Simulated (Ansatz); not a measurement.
Basis sets compared for the cluster ZnBr2. Charge 0, multiplicity 1. Geometry PBE0-D4/def2-TZVP. Ansatz on 4 threads of Arm Neoverse V2 on a shared host; times are rough, and most runs start from earlier orbitals.

Cartesian coordinates in Å:
```
Zn 0.000 0.001 0.000
Br 1.149 0.308 -1.880
Br -1.149 -0.309 1.880
```

The 6-31G sets use Cartesian d functions. The structure comes from a short search, and lower isomers may exist.

Binding counts from free atoms (Zn singlet, Br doublet) in the same basis, without a counterpoise term.

| level | functions | energy (Eh) | HOMO (eV) | LUMO (eV) | binding per atom (eV) | wall time |
| --- | --- | --- | --- | --- | --- | --- |
| HF/STO-3G | 54 | -6846.7011 | -5.34 | 4.63 | – | 0.2 s |
| HF/6-31G | 87 | -6921.7208 | -11.48 | 0.84 | 1.44 | 0.55 s |
| PBE-D4/def2-SVP | 95 | -6925.8942 | -7.01 | -2.41 | 2.05 | 0.6 s |
| PBE-D4/def2-TZVP | 144 | -6926.7877 | -7.31 | -2.67 | 1.96 | 0.95 s |
| r2SCAN-D4/def2-TZVP | 144 | -6927.7856 | -7.64 | -2.39 | 2.05 | 1.9 s |
| PBE0-D4/def2-SVP | 95 | -6926.1048 | -8.35 | -1.60 | 2.05 | 0.95 s |
| PBE0-D4/def2-TZVP | 144 | -6926.9877 | -8.58 | -1.78 | 1.99 | 1.8 s |

Problem. Estimate the rows for PBE-D4/def2-TZVPD, r2SCAN-D4/def2-TZVPD, PBE0-D4/def2-TZVPD.

Solution. 
```csv
level,functions,energy (Eh),HOMO (eV),LUMO (eV),binding per atom (eV),wall time
PBE-D4/def2-TZVPD,165,-6926.7893,-7.35,-2.71,1.97,1.3 s
r2SCAN-D4/def2-TZVPD,165,-6927.7867,-7.66,-2.42,2.06,2.6 s
PBE0-D4/def2-TZVPD,165,-6926.9889,-8.61,-1.82,2.00,2.3 s
```
